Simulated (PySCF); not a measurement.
CH3BeFO, SMILES [Be]([F])[O]C.

Geometry optimised at PBE-D3(BJ)/def2-TZVP. One conformer was computed; it need not be the lowest.

Calculation: PBE-D3(BJ)/def2-TZVP (PySCF).

No scaling factor is applied to the harmonic values.

Estimate the vibrational spectrum. (An estimate is asked for; the answer gives what the named calculation found.)


| mode | ν (cm⁻¹) | IR (km/mol) | moving atoms (share of kinetic energy) |
|---|---|---|---|
| 1 | 7 | 4.2 | O 54 %, H 23 %, C 15 %, F 8 % |
| 2 | 24 | 4.7 | O 56 %, H 18 %, C 16 %, F 9 % |
| 3 | 320 | 96.4 | Be 82 %, F 11 % |
| 4 | 321 | 96.5 | Be 82 %, F 11 % |
| 5 | 589 | 7.9 | F 53 %, C 30 %, O 10 % |
| 6 | 1150 | 7.2 | C 30 %, O 29 %, H 18 %, Be 15 %, F 8 % |
| 7 | 1154 | 0.1 | H 77 %, C 18 % |
| 8 | 1160 | 4.0 | H 62 %, C 21 %, O 11 % |
| 9 | 1434 | 116.1 | H 81 %, C 14 % |
| 10 | 1447 | 2.5 | H 96 % |
| 11 | 1449 | 2.7 | H 96 % |
| 12 | 1619 | 679.8 | Be 60 %, O 29 % |
| 13 | 2929 | 86.1 | H 98 % |
| 14 | 2988 | 40.4 | H 90 %, C 10 % |
| 15 | 2990 | 39.6 | H 90 %, C 10 % |
